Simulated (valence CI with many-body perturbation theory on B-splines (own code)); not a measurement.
E1 transitions of Co XXIII

Method: configuration interaction combined with many-body perturbation theory (CI+MBPT): three valence electrons over a frozen Dirac-Fock core [He], a basis of 11 s, 11 p, 10 d, 8 f, 5 g, 2 h functions for each j, with the one-electron correlation potential Σ1 (screened to all orders), the two-electron term Σ2, the three-electron term Σ3, Breit, model QED; selected single and double excitations, second order for the rest, scaled by the run's own slope (own B-spline code, finite nucleus).

No measured levels were compared; by estimate levels of excited configurations hold to 0.05 to 0.15 % of their energy, terms of the ground configuration to about 0.5 %.

Lines 151 to 200 of 585 in falling wavelength, among levels below 118.90 Ry, chosen from the strongest by gf and those to the six lowest levels. Wavelengths and rates use the calculated energies, so an error of 800 cm⁻¹ moves a line at 12.30 nm by 0.098 % and its rate by three times that or more. Electric multipoles are in the length gauge with retardation, E1 and E2 with the static RPA response of the core. Weak lines are less certain than strong ones. Lines between different terms over intervals too small for the method are left out, as are lines whose strength nearly cancels. Where a level lies close to another of its J and parity, the split of strength between their lines is uncertain. The highest levels of a list are the least certain.

Names give the largest LS component (configuration and term), which can be under half, so a name can repeat, a term be missing and a line seem to break the LS rules; names also repeat where a configuration has a term twice. Letters in brackets count levels of one name in rising energy.

| λ vac (nm) | Upper | Lower | A (s⁻¹) | S (a.u.) |
| --- | --- | --- | --- | --- |
| 12.30 | 2s2p4d ²P°_3/2 [b] | 2s²4d ²D_5/2 | 2.59e+10 | 9.52e-02 |
| 12.30 | 2s2p4d ²P°_1/2 [b] | 2s²4d ²D_3/2 | 2.86e+10 | 5.24e-02 |
| 12.29 | 2s2p3d ²D°_5/2 | 2s²3d ²D_5/2 | 2.33e+10 | 1.28e-01 |
| 12.24 | 2s2p3p ²P_3/2 [b] | 2s²3p ²P°_3/2 | 2.22e+10 | 8.03e-02 |
| 12.20 | 2s2p3s ²P°_3/2 [b] | 2s²3s ²S_1/2 | 2.02e+10 | 7.25e-02 |
| 12.19 | 2s2p3p ²D_3/2 [b] | 2s²3p ²P°_1/2 | 1.90e+10 | 6.81e-02 |
| 11.96 | 2s2p3d ²P°_3/2 [b] | 2s²3d ²D_5/2 | 2.06e+10 | 6.95e-02 |
| 11.91 | 2p³ ⁴S°_3/2 | 2s2p² ⁴P_3/2 | 1.52e+10 | 5.07e-02 |
| 11.31 | 2p³ ²P°_1/2 | 2s2p² ²D_3/2 | 3.08e+10 | 4.39e-02 |
| 11.06 | 2s2p² ²P_1/2 | 2s²2p ²P°_1/2 | 4.17e+10 | 5.57e-02 |
| 11.02 | 2p³ ⁴S°_3/2 | 2s2p² ⁴P_1/2 | 1.12e+10 | 2.96e-02 |
| 10.96 | 2s2p² ²S_1/2 | 2s²2p ²P°_3/2 | 3.64e+10 | 4.73e-02 |
| 10.80 | 2s2p² ²P_3/2 | 2s²2p ²P°_3/2 | 4.81e+10 | 1.20e-01 |
| 10.44 | 2p³ ²P°_3/2 | 2s2p² ²D_3/2 | 5.12e+09 | 1.15e-02 |
| 10.37 | 2p³ ²D°_5/2 | 2s2p² ⁴P_5/2 | 2.68e+09 | 8.84e-03 |
| 10.12 | 2p³ ²D°_3/2 | 2s2p² ⁴P_3/2 | 3.42e+09 | 7.01e-03 |
| 9.386 | 2s2p² ²P_3/2 | 2s²2p ²P°_1/2 | 6.36e+09 | 1.04e-02 |
| 3.858 | 2s2p4f ²G_9/2 [b] | 2p²3p ²F°_7/2 | 7.15e+10 | 2.03e-02 |
| 3.672 | 2s2p4f ⁴G_9/2 | 2s2p3d ²F°_7/2 [a] | 1.55e+11 | 3.79e-02 |
| 3.638 | 2s2p4f ²D_5/2 [a] | 2s2p3d ²P°_3/2 [a] | 3.63e+11 | 5.18e-02 |
| 3.637 | 2s2p4f ⁴F_7/2 [a] | 2s2p3d ²F°_5/2 [b] | 1.26e+11 | 2.39e-02 |
| 3.585 | 2s2p4f ²G_7/2 [a] | 2s2p3d ²F°_5/2 [b] | 2.46e+11 | 4.47e-02 |
| 3.549 | 2s2p4f ⁴D_3/2 | 2s2p3d ²P°_1/2 [a] | 2.14e+11 | 1.89e-02 |
| 3.539 | 2s2p4f ²G_7/2 [a] | 2s2p3d ⁴D°_5/2 | 1.75e+11 | 3.07e-02 |
| 3.538 | 2s2p4f ²D_3/2 [a] | 2s2p3d ²P°_1/2 [a] | 2.37e+12 | 2.08e-01 |
| 3.535 | 2s2p4p ²D_5/2 [b] | 2s2p3d ²F°_7/2 [b] | 1.15e+11 | 1.51e-02 |
| 3.535 | 2s2p4f ⁴G_9/2 | 2s2p3d ⁴D°_7/2 | 2.46e+11 | 5.37e-02 |
| 3.528 | 2s2p4f ⁴F_7/2 [a] | 2s2p3d ²F°_5/2 [a] | 1.92e+11 | 3.32e-02 |
| 3.528 | 2s2p4f ²F_7/2 [a] | 2s2p3d ²F°_7/2 [a] | 4.53e+11 | 7.85e-02 |
| 3.523 | 2s2p4f ²G_9/2 [a] | 2s2p3d ²F°_7/2 [a] | 3.49e+12 | 7.53e-01 |
| 3.513 | 2s2p4f ⁴G_5/2 | 2s2p3d ²D°_3/2 [a] | 3.80e+11 | 4.88e-02 |
| 3.506 | 2s2p4f ⁴F_5/2 [b] | 2s2p3d ²P°_3/2 [a] | 4.43e+11 | 5.65e-02 |
| 3.497 | 2s2p4f ⁴D_5/2 | 2s2p3d ²P°_3/2 [a] | 2.02e+12 | 2.56e-01 |
| 3.490 | 2s2p4p ⁴D_7/2 [a] | 2s2p3d ²F°_5/2 [a] | 1.35e+11 | 2.27e-02 |
| 3.489 | 2s2p4f ²D_3/2 [a] | 2s2p3d ²P°_3/2 [a] | 8.83e+11 | 7.40e-02 |
| 3.489 | 2s2p4p ⁴D_7/2 [b] | 2s2p3d ²F°_5/2 [a] | 5.34e+11 | 8.96e-02 |
| 3.488 | 2s2p4f ⁴F_5/2 [a] | 2s2p3d ²F°_5/2 [a] | 1.57e+11 | 1.97e-02 |
| 3.486 | 2s2p4s ²P°_3/2 [a] | 2s2p3p ²D_5/2 [a] | 2.92e+11 | 2.44e-02 |
| 3.480 | 2s2p4f ²D_5/2 [b] | 2p²3p ⁴D°_3/2 | 7.76e+11 | 9.68e-02 |
| 3.480 | 2s2p4f ²G_7/2 [a] | 2s2p3d ²F°_5/2 [a] | 2.28e+12 | 3.79e-01 |
| 3.470 | 2s2p4f ⁴F_5/2 [a] | 2s2p3d ²D°_3/2 [a] | 2.18e+11 | 2.70e-02 |
| 3.464 | 2s2p4f ²D_5/2 [a] | 2s2p3d ²D°_3/2 [a] | 2.18e+12 | 2.69e-01 |
| 3.463 | 2s2p4f ⁴G_5/2 | 2s2p3d ⁴D°_3/2 | 2.44e+11 | 3.00e-02 |
| 3.463 | 2s2p4s ⁴P°_1/2 | 2s2p3p ²P_3/2 [a] | 3.97e+11 | 1.63e-02 |
| 3.461 | 2s2p4f ⁴F_7/2 [b] | 2s2p3d ²F°_5/2 [b] | 1.85e+11 | 3.02e-02 |
| 3.459 | 2s2p4f ²D_3/2 [b] | 2s2p3d ²P°_3/2 [b] | 4.37e+11 | 3.57e-02 |
| 3.456 | 2s2p4f ²D_5/2 [b] | 2s2p3d ²P°_3/2 [b] | 2.47e+12 | 3.01e-01 |
| 3.455 | 2s2p4f ²F_7/2 [a] | 2s2p3d ²F°_5/2 [b] | 2.63e+12 | 4.28e-01 |
| 3.455 | 2s2p4f ²D_3/2 [b] | 2s2p3d ²P°_1/2 [b] | 2.51e+12 | 2.04e-01 |
| 3.450 | 2s2p4s ⁴P°_5/2 | 2s2p3p ⁴P_5/2 | 2.25e+11 | 2.74e-02 |
